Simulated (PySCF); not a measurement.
# Correlation energy of Ga⁺ (gallium, charge +1)

[Ar] 3d10 4s1 4p1, high-spin 3P determinant (an excited configuration). Computed with PySCF 2.14 in aug-cc-pVTZ-PP with one added diffuse shell each of s, d, f type with ECP10MDF (7s5p5d3f, 68 functions), with a scalar-relativistic core potential. Frozen: 3s2 3p6 3d10; 2 electrons correlated.

With two correlated electrons CCSD is exact within the correlated space (frozen core and kept virtual orbitals).

| level | correlation energy (mhartree) |
| --- | --- |
| CCSD | -3.98 |

Diagnostics: T1 = 0.0030, D1 = 0.0051, largest double amplitude 0.029.

Cost of the coupled-cluster step: about 1.5 core-seconds, for 2 correlated electrons.

Iterations:

```
CC2 = 0
CCSD nocc = (np.int64(2), np.int64(0)), nmo = (59, 59)
frozen orbitals [[0, 1, 2, 3, 4, 5, 6, 7, 8], [0, 1, 2, 3, 4, 5, 6, 7, 8]]
max_cycle = 100
direct = 0
conv_tol = 1e-08
conv_tol_normt = 1e-06
diis_space = 8
diis_start_cycle = 0
Init t2, MP2 energy = -0.00242930092493472
Init E_corr(UCCSD) = -0.00242930093293161
cycle = 1  E_corr(UCCSD) = -0.00331756069009756  dE = -0.000888259757  norm(t1,t2) = 0.0163743
cycle = 2  E_corr(UCCSD) = -0.00367953930069405  dE = -0.000361978611  norm(t1,t2) = 0.0076095
cycle = 3  E_corr(UCCSD) = -0.00398196567014659  dE = -0.000302426369  norm(t1,t2) = 0.00368485
cycle = 4  E_corr(UCCSD) = -0.003977482583455  dE = 4.48308669e-06  norm(t1,t2) = 0.000286693
cycle = 5  E_corr(UCCSD) = -0.003977791994801  dE = -3.09411346e-07  norm(t1,t2) = 2.95171e-05
cycle = 6  E_corr(UCCSD) = -0.00397770047934863  dE = 9.15154524e-08  norm(t1,t2) = 3.11507e-06
cycle = 7  E_corr(UCCSD) = -0.00397773036065395  dE = -2.98813053e-08  norm(t1,t2) = 4.08359e-07
cycle = 8  E_corr(UCCSD) = -0.00397772574080596  dE = 4.61984799e-09  norm(t1,t2) = 9.54943e-08
UCCSD converged
E(UCCSD) = -257.9337364498913  E_corr = -0.003977725740805961
```
